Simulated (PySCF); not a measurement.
Isomers of C8H9B. The calculation used PBE0-D3(BJ)/def2-SVP geometry optimisation, gas phase in PySCF. One conformer each; no zero-point energy, no entropy. No frequencies were run at this level. Point groups hold within 0.08 Å.

Question: Order them by energy at this level, lowest first, and give relative energies in kcal/mol.
A. `C#C/C=C\C#CB(C)C`
B. `[BH2:1][c:2]1[cH:3][cH:4][c:5]([CH:6]=[CH2:7])[cH:8][cH:9]1` with C4–C5–C6–C7 -177°
C. `[CH2:1]=[CH:2][C:3]1=[CH:4][CH:5]=[CH:6][BH:7][CH:8]=[CH:9]1` with C1–C2–C3–C4 -175°
D. `C#C/C=C/C#CB(C)C`
E. `[CH2:1]=[CH:2][B:3]1[CH:4]=[CH:5][CH:6]=[CH:7][CH:8]=[CH:9]1` with C1–C2–B3–C4 11°

Answer: B (0.0), E (5.9), C (12.4), D (62.7), A (63.1).

As drawn, the lowest has an aromatic ring, which the highest lacks; the highest has a C≡C bond, which the lowest lacks. Neighbours under 2.5 kcal/mol apart (C#C/C=C/C#CB(C)C and C#C/C=C\C#CB(C)C) can change places with a better method, another conformer or zero-point energy. C#C/C=C/C#CB(C)C and C#C/C=C\C#CB(C)C are stereoisomers, 0.4 kcal/mol apart in the conformers taken.

```
          SMILES      E (Eh)  E rel (kcal/mol)  dipole (D)  point group       A, B, C (MHz)
  Bc1ccc(C=C)cc1  -334.44606               0.0        2.13      near Cs   4961, 1021, 846.8
 C=CB1C=CC=CC=C1  -334.43667               5.9        1.47           C1   3297, 1144, 850.9
 C=CC1=CC=CBC=C1  -334.42624              12.4        2.39      near Cs   3406, 1201, 888.6
C#C/C=C/C#CB(C)C  -334.34609              62.7        0.35           C1  6293, 473.4, 445.6
C#C/C=C\C#CB(C)C  -334.34552              63.1        0.59      near Cs  2883, 741.3, 594.1
```
